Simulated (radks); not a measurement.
Neutral chromium inside a hard spherical wall (all orbitals vanish at R), configuration held at [Ar] 3d5 4s1 and not refilled when levels cross. All-electron calculation, scalar-relativistic Kohn-Sham, PBE, spin-unpolarised, spherical densities, point nucleus. Program: a radial shooting solver on a logarithmic mesh with Libxc functionals. Eigenvalues in eV, with the zero of energy where the potential of the charges vanishes at infinity; a dash marks a level that is unbound or too diffuse for the functional's potential to be trusted. A positive occupied level is held by the wall or, in an anion where self-interaction has pushed it up, behind a barrier. The pressure on the wall is -dE/dV.

R (bohr)  E (hartree)  kinetic (hartree)    e(3s)    e(3p)   e(4s)   e(3d)  e(4p, empty)  e(5s, empty)  pressure (GPa)
free      -1050.52796           1061.163  -73.992  -45.443  -4.007  -2.913        -0.989             -               0
15        -1050.52795           1061.163  -73.991  -45.442  -4.007  -2.912        -0.976         0.351        < 0.0001
12        -1050.52786           1061.164  -73.978  -45.430  -3.998  -2.901        -0.918         0.971         0.00159
10        -1050.52723           1061.169  -73.921  -45.373  -3.952  -2.847        -0.761         2.067          0.0172
7         -1050.51341           1061.248  -73.277  -44.733  -3.358  -2.252         0.441         7.722           0.695
6         -1050.48803           1061.364  -72.496  -43.962  -2.535  -1.538         1.784        12.951            2.66
3.5       -1049.88017           1063.398  -64.156  -35.858  10.826   6.511        19.411        67.876             159
3         -1049.25171           1065.373  -59.192  -31.030  22.434  11.856        33.293        105.81             479
1.5       -1026.85031           1131.861   17.081   49.405  282.93  101.31        298.90        705.97           65500
